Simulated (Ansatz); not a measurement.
Correlation energies of FH$_{7}$N$_{2}$O$_{2}$Si$_{2}$ (`N[Si@H](F)O[Si@@H](N)O`) by basis set

Cartesian coordinates in Å:
```
N 1.609 1.329 -0.657
Si 0.721 0.085 -1.410
O 1.741 -1.073 -1.949
O -0.332 -0.467 -0.285
Si -0.792 -0.324 1.258
N -2.398 -0.828 1.371
F -0.572 1.217 1.658
H 1.169 1.917 0.034
H 2.350 1.809 -1.141
H -0.067 0.436 -2.608
H 2.427 -1.356 -1.341
H 0.050 -1.079 2.204
H -2.858 -0.967 2.254
H -3.048 -0.699 0.613
```

Charge 0, multiplicity 1. All single points use the PBE0-D4/def2-TZVP geometry. It is one conformer, not always the lowest. Frozen core, restricted reference, Ansatz. CBS rows extrapolate triple and quadruple zeta; past MP2 they add the triple-zeta difference.

| basis | HF (Eh) | MP2 corr. | CCSD corr. | (T) | CCSD(T) total |
| --- | --- | --- | --- | --- | --- |
| def2-TZVPP | -940.52130 | -1.38348 | -1.41793 | ? | ? |
| def2-QZVPP | -940.55913 | -1.49786 | – | – | – |
| CBS(def2) | ? | ? | ? | as TZ | ? |

**Question.** Fill in the withheld values. (Estimate.)

**Answer.** Ansatz gave: def2-TZVPP (T): -0.04892; def2-TZVPP CCSD(T) total: -941.98815; CBS(def2) HF (Eh): -940.56434; CBS(def2) MP2 corr.: -1.58259; CBS(def2) CCSD corr.: -1.61704; CBS(def2) CCSD(T) total: -942.23030.
